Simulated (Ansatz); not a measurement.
Cd9Te9H24. Total charge 0; singlet. Geometry r2SCAN-D4/def2-SVP.

```xyz
42

Cd    3.707    4.457   -3.073
Te    0.199    4.650   -2.359
Te    2.670    1.636   -1.428
Cd    2.429    1.877    1.445
Cd   -2.190    3.097   -1.040
Te   -0.688    2.380    1.346
Te    2.152   -0.774    2.571
Cd    2.538   -0.993    5.967
Cd   -2.682    0.805    2.762
Te   -0.776    0.111    5.158
Cd    1.393   -0.375   -3.070
Te   -1.525    0.563   -2.304
Te    1.207   -2.827   -1.546
Cd    0.823   -3.017    1.315
Cd   -3.581   -1.146   -1.156
Te   -1.985   -1.574    1.239
Cd    0.402   -5.631   -3.343
Te   -2.551   -3.742   -2.590
H     4.090    5.276   -1.655
H     3.410    3.811   -4.597
H    -0.226    6.084   -1.622
H    -0.707    5.060   -3.698
H     4.141    0.855   -1.376
H     3.037    3.199    2.321
H    -3.585    4.042   -1.191
H    -0.905    3.807    2.178
H     3.684   -1.267    2.138
H     3.077    0.593    6.119
H     2.044   -2.599    6.031
H    -4.178    1.279    3.393
H    -1.217    1.477    6.007
H    -1.957   -0.768    5.942
H     1.410   -0.337   -4.769
H    -2.269    0.847   -3.768
H     2.854   -3.070   -1.478
H     0.516   -4.483    2.118
H    -5.262   -1.074   -1.331
H    -3.019   -2.633    2.003
H     0.576   -4.863   -4.829
H     0.198   -6.584   -1.972
H    -3.498   -3.467   -3.934
H    -3.757   -4.682   -1.923
```

In the def2 sets Cd, Te take a core potential; there is no spin–orbit coupling. Single mean-field runs in def2-SVP, def2-TZVP are fitted with def2-universal-jkfit.

Q: Estimate the orbital energies around the gap (eV) in Ansatz with PBE-D4/def2-SVP, PBE-D4/def2-TZVP, r2SCAN-D4/def2-TZVP, PBE0-D4/def2-SVP, PBE0-D4/def2-TZVP.

A: 
```tsv
orbital	PBE-D4/def2-SVP	PBE-D4/def2-TZVP	r2SCAN-D4/def2-TZVP	PBE0-D4/def2-SVP	PBE0-D4/def2-TZVP
HOMO−5	-6.23	-6.24	-6.49	-7.26	-7.24
HOMO−4	-6.13	-6.16	-6.43	-7.18	-7.19
HOMO−3	-6.07	-6.10	-6.34	-7.10	-7.11
HOMO−2	-6.07	-6.10	-6.34	-7.10	-7.11
HOMO−1	-5.54	-5.55	-5.78	-6.49	-6.48
HOMO	-5.54	-5.55	-5.78	-6.49	-6.48
LUMO	-2.73	-2.77	-2.66	-2.03	-2.04
LUMO+1	-2.73	-2.77	-2.66	-2.02	-2.04
LUMO+2	-2.71	-2.70	-2.61	-2.02	-2.02
LUMO+3	-2.48	-2.53	-2.40	-1.77	-1.80
LUMO+4	-2.47	-2.50	-2.29	-1.69	-1.71
LUMO+5	-2.15	-2.19	-2.01	-1.41	-1.45
```
